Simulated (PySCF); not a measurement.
# How methods differ on the excitation energy of Cr

Cr [Ar] 3d5 4s1 (7S) → Cr [Ar] 3d4 4s2 (5D), as a difference of total energies. Computed with PySCF 2.14 in def2-QZVPPD (11s6p5d3f2g, 93 functions), with the non-relativistic Hamiltonian (point nucleus). Correlated levels: valence: [Ar] frozen; valence and next inner shell: [Ne] frozen. The calculations carry no spin-orbit coupling.

| method | excitation energy (eV) | difference from reference (eV) |
| --- | --- | --- |
| UHF | 1.058 | +0.055 |
| LDA | 2.135 | +1.132 |
| PBE | 2.065 | +1.062 |
| PBE0 | 1.811 | +0.808 |
| r2SCAN | 2.163 | +1.160 |
| CAM-B3LYP | 1.293 | +0.290 |
| wB97X-V | 1.317 | +0.314 |
| HSE06 | 1.805 | +0.802 |
| B2PLYP | 1.152 | +0.149 |
| MP2 (valence) | 1.241 | +0.238 |
| SCS-MP2 (valence) | 0.286 | -0.717 |
| MP2 (valence and next inner shell) | 1.691 | +0.688 |
| SCS-MP2 (valence and next inner shell) | 0.811 | -0.192 |

Reference: 1.003 eV (measured; NIST levels, between the centres of gravity of the two terms).

These non-relativistic numbers lack the scalar-relativistic shift.

Errors of the correlated levels include the incompleteness of this basis and the frozen core.
